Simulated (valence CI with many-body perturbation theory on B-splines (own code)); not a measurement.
# E1 line list for Bi LXXVIII

Computed by relativistic CI+MBPT: four valence electrons over a frozen Dirac-Fock core [He], radial functions for each j: 11 s, 11 p, 9 d, 7 f, 5 g, 2 h, 1 i, with the one-electron correlation potential Σ1, the two-electron term Σ2, the three-electron term Σ3, Breit, model QED; selected CI, second order for the rest (own B-spline code, finite nucleus).

No measured spectrum was set against this ion. As an estimate, large intervals hold to a few tenths of a per cent, small ones and those within an open d or f shell to about a per cent. Among the levels kept, up to 280 cm⁻¹ of a level comes from second order outside the variational space, and about a tenth of that is noise between levels of different J, which matters for small intervals.

Lines 151 to 200 of 240 in falling wavelength, among levels below 142000 × 10³ cm⁻¹, chosen from the strongest by gf and those to the six lowest levels. Wavelengths and rates use the calculated energies. Electric multipoles are in the length gauge, E1 and E2 with the static RPA response of the core. Weak lines are less certain than strong ones. Lines between different terms over intervals too small for the method are left out, as are lines whose strength nearly cancels. The highest levels of a list are the least certain.

Levels are named by their leading jj configuration (3d3/2^4 stands for four electrons in 3d with j = 3/2), which in mixed levels can hold well under half, so a name can repeat and another be missing. Letters in brackets count levels of one name in rising energy.

```
λ vac (Å)                           Upper                   Lower   A (s⁻¹)  log gf  Branch %
   0.9975          (2s^2 2p3/2 3d5/2) J=3      (2s^2 2p3/2^2) J=2  3.45e+15    0.56      97.7
   0.9973  (2s 2p1/2 2p3/2 3p3/2) J=2 [b]      (2s^2 2p3/2^2) J=2  8.60e+13   -1.19      15.6
   0.9962          (2s^2 2p3/2 3d5/2) J=1      (2s^2 2p3/2^2) J=2  1.24e+14   -1.26       6.7
   0.9960  (2s 2p1/2 2p3/2 3p3/2) J=3 [b]      (2s^2 2p3/2^2) J=2  6.04e+14   -0.20      60.2
   0.9958  (2s 2p1/2 2p3/2 3p3/2) J=1 [b]      (2s^2 2p3/2^2) J=2  1.04e+14   -1.33       6.0
   0.9951          (2s 2p1/2^2 3p3/2) J=2  (2s^2 2p1/2 2p3/2) J=2  8.95e+12   -2.18       8.5
   0.9937          (2s 2p1/2^2 3p3/2) J=2  (2s^2 2p1/2 2p3/2) J=1  8.93e+13   -1.18      84.4
   0.9908  (2s 2p1/2 2p3/2 3p3/2) J=3 [c]      (2s^2 2p3/2^2) J=2  4.67e+13   -1.32      11.4
   0.9893  (2s 2p1/2 2p3/2 3p3/2) J=2 [d]      (2s^2 2p3/2^2) J=2  1.11e+13   -2.09       2.9
   0.9107     (2s 2p1/2 2p3/2 3s) J=2 [b]  (2s 2p1/2^2 2p3/2) J=1  1.11e+13   -2.16       2.0
   0.9087     (2s 2p1/2 2p3/2 3s) J=2 [a]  (2s 2p1/2^2 2p3/2) J=2  5.39e+13   -1.48      20.1
   0.9065     (2s 2p1/2 2p3/2 3s) J=1 [a]  (2s 2p1/2^2 2p3/2) J=2  7.34e+13   -1.57      13.1
   0.9063         (2s 2p1/2 2p3/2 3s) J=0  (2s 2p1/2^2 2p3/2) J=1  9.08e+13   -1.95      14.4
   0.9063     (2s 2p1/2 2p3/2 3s) J=1 [b]  (2s 2p1/2^2 2p3/2) J=1  8.12e+13   -1.52      13.2
   0.9060         (2s 2p1/2 2p3/2 3s) J=3  (2s 2p1/2^2 2p3/2) J=2  9.21e+13   -1.10      30.3
   0.9057     (2s 2p1/2 2p3/2 3s) J=1 [c]  (2s 2p1/2^2 2p3/2) J=1  1.40e+13   -2.29       5.1
   0.9055     (2s 2p1/2 2p3/2 3s) J=2 [c]  (2s 2p1/2^2 2p3/2) J=1  6.83e+13   -1.38      21.5
   0.9044             (2s^2 2p1/2 3s) J=1      (2s^2 2p1/2^2) J=0  8.45e+13   -1.51      16.9
   0.9039     (2s 2p1/2 2p3/2 3s) J=2 [b]  (2s 2p1/2^2 2p3/2) J=2  3.70e+13   -1.64       6.8
   0.9016             (2s^2 2p3/2 3s) J=2  (2s^2 2p1/2 2p3/2) J=2  5.57e+13   -1.47      17.5
   0.9009             (2s^2 2p3/2 3s) J=1  (2s^2 2p1/2 2p3/2) J=2  8.89e+13   -1.49      14.6
   0.9005             (2s^2 2p3/2 3s) J=2  (2s^2 2p1/2 2p3/2) J=1  4.85e+13   -1.53      15.2
   0.8998             (2s^2 2p3/2 3s) J=1  (2s^2 2p1/2 2p3/2) J=1  2.11e+13   -2.11       3.5
   0.8790  (2s 2p1/2 2p3/2 3p1/2) J=1 [a]  (2s^2 2p1/2 2p3/2) J=2  7.91e+13   -1.56      25.4
   0.8779  (2s 2p1/2 2p3/2 3p1/2) J=1 [a]  (2s^2 2p1/2 2p3/2) J=1  2.27e+14   -1.10      73.1
   0.8775          (2s^2 2p3/2 3p3/2) J=1  (2s 2p1/2^2 2p3/2) J=1  6.48e+12   -2.65      30.6
   0.8772  (2s 2p1/2 2p3/2 3p1/2) J=2 [a]  (2s^2 2p1/2 2p3/2) J=1  5.74e+14   -0.48      99.0
   0.8766       (2p1/2^2 2p3/2 3p1/2) J=1  (2s 2p1/2^2 2p3/2) J=1  2.30e+14   -1.10      16.4
   0.8766       (2p1/2^2 2p3/2 3p1/2) J=2  (2s 2p1/2^2 2p3/2) J=1  6.63e+14   -0.42      47.5
   0.8763      (2s 2p1/2 2p3/2 3p1/2) J=3  (2s^2 2p1/2 2p3/2) J=2  8.23e+14   -0.18      99.4
   0.8755          (2s 2p1/2^2 3p1/2) J=1      (2s^2 2p1/2^2) J=0  8.73e+14   -0.52      99.3
   0.8753          (2s^2 2p3/2 3p3/2) J=2  (2s 2p1/2^2 2p3/2) J=1  4.52e+12   -2.59      22.2
   0.8732  (2s 2p1/2 2p3/2 3p1/2) J=2 [b]  (2s^2 2p1/2 2p3/2) J=2  4.73e+14   -0.57      84.4
   0.8721  (2s 2p1/2 2p3/2 3p1/2) J=2 [b]  (2s^2 2p1/2 2p3/2) J=1  8.13e+13   -1.33      14.5
   0.8712          (2s^2 2p3/2 3p3/2) J=3  (2s 2p1/2^2 2p3/2) J=2  7.33e+12   -2.23      38.8
   0.8709  (2s 2p1/2 2p3/2 3p1/2) J=1 [b]  (2s^2 2p1/2 2p3/2) J=2  2.32e+14   -1.10      29.4
   0.8708  (2s 2p1/2 2p3/2 3p1/2) J=2 [c]  (2s^2 2p1/2 2p3/2) J=2  3.39e+14   -0.72      65.0
   0.8703       (2p1/2^2 2p3/2 3p1/2) J=1  (2s 2p1/2^2 2p3/2) J=2  1.14e+15   -0.41      81.2
   0.8703       (2p1/2^2 2p3/2 3p1/2) J=2  (2s 2p1/2^2 2p3/2) J=2  6.98e+14   -0.40      50.0
   0.8699      (2s 2p1/2 2p3/2 3p1/2) J=0  (2s^2 2p1/2 2p3/2) J=1  8.18e+14   -1.03      94.8
   0.8698  (2s 2p1/2 2p3/2 3p1/2) J=1 [b]  (2s^2 2p1/2 2p3/2) J=1  5.14e+14   -0.76      65.0
   0.8697  (2s 2p1/2 2p3/2 3p1/2) J=2 [c]  (2s^2 2p1/2 2p3/2) J=1  1.40e+14   -1.10      26.8
   0.8690          (2s^2 2p3/2 3p3/2) J=2  (2s 2p1/2^2 2p3/2) J=2  3.78e+12   -2.67      18.5
   0.8671  (2s 2p1/2 2p3/2 3p1/2) J=1 [c]  (2s^2 2p1/2 2p3/2) J=2  4.56e+14   -0.81      77.7
   0.8660  (2s 2p1/2 2p3/2 3p1/2) J=1 [c]  (2s^2 2p1/2 2p3/2) J=1  8.24e+13   -1.56      14.1
   0.8569  (2s 2p1/2 2p3/2 3d3/2) J=2 [a]  (2s 2p1/2^2 2p3/2) J=1  1.94e+13   -1.97       2.3
   0.8508  (2s 2p1/2 2p3/2 3d3/2) J=2 [a]  (2s 2p1/2^2 2p3/2) J=2  4.74e+14   -0.59      56.1
   0.8506  (2s 2p1/2 2p3/2 3d3/2) J=1 [a]  (2s 2p1/2^2 2p3/2) J=2  1.59e+14   -1.29      23.0
   0.8502  (2s 2p1/2 2p3/2 3d3/2) J=3 [a]  (2s 2p1/2^2 2p3/2) J=2  6.37e+14   -0.32      81.1
   0.8489  (2s 2p1/2 2p3/2 3d3/2) J=1 [c]  (2s 2p1/2^2 2p3/2) J=1  4.02e+14   -0.89      47.5
```

Q: How does gf follow from A for the line at 0.9060 Å?

A: gf = 1.4992 × (2J+1)_upper × A / σ², with σ = 110380805 cm⁻¹ and 2J+1 = 7: gf = 0.0793.
